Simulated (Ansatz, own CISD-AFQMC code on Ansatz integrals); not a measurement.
C2H5NO, SMILES `CNC=O` (C–N–C–O torsion 0°) (charge 0, multiplicity 1).

Cartesian coordinates (Å):
```xyz
9

C     -1.1226    -0.0035     0.0556
N      0.2490    -0.4538     0.1916
C      1.3167     0.2879    -0.1926
O      1.2657     1.3941    -0.6868
H     -1.6933    -0.6722    -0.5918
H     -1.1026     0.9878    -0.3901
H     -1.6153     0.0546     1.0282
H      0.4306    -1.3598     0.5895
H      2.2717    -0.2351    -0.0036
```
Charge 0, spin multiplicity 1.

Frozen-core correlation energies in cc-pVDZ at a geometry from B3LYP-D3(BJ)/def2-TZVP, on an HF energy of -207.97955 Ha (<S^2> = 0.00). Wave-function levels are from Ansatz, the walk from an own CISD-AFQMC code on Ansatz integrals (time step 0.005/Ha, trial state from CCSD amplitudes, largest double 0.06).

| level | correlation energy (mHa) |
|---|---|
| MP2 | -624.0 |
| CCSD | -656.0 |
| CCSD(T) | -676.5 |

**Question.** What correlation energy does phaseless AFQMC give, and where does it lie among these levels?

**Answer.** -678.4 ± 0.4 mHa (one standard error). AFQMC minus each level: MP2 -54.3 mHa, CCSD -22.4 mHa, CCSD(T) -1.9 mHa.
